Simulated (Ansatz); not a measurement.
Hf3O4⁺, relaxed as a doublet with UKS r2SCAN-D4/def2-SVP in Ansatz, starting from the GFN2-xTB geometry. Force threshold 0.02 eV/Å.

In the def2 sets Hf takes a core potential; there is no spin–orbit coupling. The structure comes from a short search, and lower isomers may exist.

Start:

| atom | x (Å) | y (Å) | z (Å) |
| --- | --- | --- | --- |
| Hf1 | 0.494 | 0.701 | 1.391 |
| Hf2 | 1.042 | -1.897 | -0.824 |
| Hf3 | -1.323 | 0.535 | -1.033 |
| O4 | -1.434 | 1.832 | 0.272 |
| O5 | 1.746 | -0.735 | 1.321 |
| O6 | 0.595 | 0.557 | -1.262 |
| O7 | -1.119 | -0.993 | 0.135 |

| step | energy (eV) | largest force component (eV/Å) | SCF passes |
| --- | --- | --- | --- |
| 1 | -12096.7065 | 3.783 | 113 |
| 2 | -12098.5120 | 2.473 | 68 |
| 3 | -12099.7132 | 2.066 | 69 |
| 4 | -12099.7294 | 5.199 | 59 |
| 5 | -12100.3564 | 0.975 | 46 |
| 6 | -12100.7842 | 0.930 | 47 |
| 7 | -12101.2784 | 1.676 | 48 |
| 8 | -12102.0113 | 2.257 | 62 |
| 9 | -12102.2327 | 1.540 | 41 |
| 10 | -12102.4088 | 1.152 | 40 |
| 11 (rejected) | -12102.2587 | 2.433 | 39 |
| 12 | -12102.4633 | 0.159 | 38 |
| 13 | -12102.4661 | 0.050 | 34 |
| 14 | -12102.4663 | 0.007 | 29 |

Force components are those of the run's own axes.

End:

```xyz
7

Hf    0.437    0.965    1.611
Hf    0.821   -1.260   -0.392
Hf   -1.171    0.488   -0.898
O    -1.076    1.744    0.618
O     1.595   -0.598    1.296
O     0.540    0.094   -1.803
O    -1.146   -1.432   -0.432
```

Bonds lost: Hf1–O6, Hf1–O7 (atoms count from 1).

No frequencies were taken in this run, so the end may be a saddle point.

Run time 2.9 min (4 threads of Arm Neoverse V1 on a shared host).
